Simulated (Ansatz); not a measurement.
Si2N2H8, singlet: at a first-order saddle point.

The input file, in.yaml:

```yaml
crystal:
  periodic: [false, false, false]
  atoms:
    - {symbol: Si, position_ang: [-0.314485, 0.335966, -0.574122]}
    - {symbol: N, position_ang: [0.911950, 1.343060, 0.417523]}
    - {symbol: N, position_ang: [0.925437, 0.202294, -1.655314]}
    - {symbol: H, position_ang: [1.488324, 1.028756, -0.572263]}
    - {symbol: H, position_ang: [-1.476537, 1.266071, -0.766868]}
    - {symbol: Si, position_ang: [-1.033874, -1.475821, 0.746958]}
    - {symbol: H, position_ang: [0.737517, 2.333542, 0.538599]}
    - {symbol: H, position_ang: [1.293631, 0.949687, 1.269011]}
    - {symbol: H, position_ang: [1.022669, -0.295041, -2.522634]}
    - {symbol: H, position_ang: [-2.021221, -1.076734, 1.791923]}
    - {symbol: H, position_ang: [0.135341, -2.095229, 1.435286]}
    - {symbol: H, position_ang: [-1.668850, -2.516353, -0.108199]}
basis:
  gaussian: {orbitals: def2-TZVPP}
hamiltonian: {xc: {name: B2PLYP}}
```

Run by:

```bash
ansatz run in.yaml --threads 4 --pin off --events-out ev --progress --plain --max-ram 9574MiB
```

What Ansatz 0.2.0 printed:

```
Functional definition: B2PLYP
  name "B2PLYP"
  cite "Grimme, J. Chem. Phys. 124, 034108 (2006) doi:10.1063/1.2148954"
  cite "Becke, Phys. Rev. A 38, 3098 (1988) doi:10.1103/PhysRevA.38.3098"
  cite "Lee, Yang & Parr, Phys. Rev. B 37, 785 (1988) doi:10.1103/PhysRevB.37.785"
  parameter a = 0.53
  parameter c = 0.27
  exchange = (1 - a)*b88_x + a*exact_x
  correlation = (1 - c)*lyp_c + c*(mp2_os + mp2_ss)
1478 factors; integrals over basis functions are off by at most 1.2e-3 eV
mean field evaluation 1: about -18842.7043 eV, gradient 6.7e1 eV
mean field evaluation 2: about -18842.8298 eV, gradient 6.7e1 eV
mean field evaluation 4: about -18851.0119 eV, gradient 1.3e1 eV
mean field evaluation 8: about -18851.3773 eV, gradient 8.4e-1 eV
mean field evaluation 16: about -18851.3792 eV, gradient 2.0e-4 eV
mean field -18851.37919004 eV, -692.7754073102 hartree, gradient 1.3e-6 eV, S^2 0.000000; 0 other end points of the search recorded, 0 dependent functions left out
12 core orbitals not correlated: weight in the atoms' cores, before any rotation towards them, 1.000 or more for the frozen orbitals, at most 0.000 for the correlated occupied ones
reference -18851.37937760 eV, -692.7754142030 hartree; 13, 13 occupied and 233, 233 virtual orbitals, 1478 factors
second order -23.57947092 eV of doubles, -0.00000000 eV of singles
Total energy: -18857.74583475 eV, -693.0093771878 hartree
```

The run took 5 s on 4 CPU threads of an Arm Neoverse V2 (shared host), with 0.64 GiB of host memory at its peak.
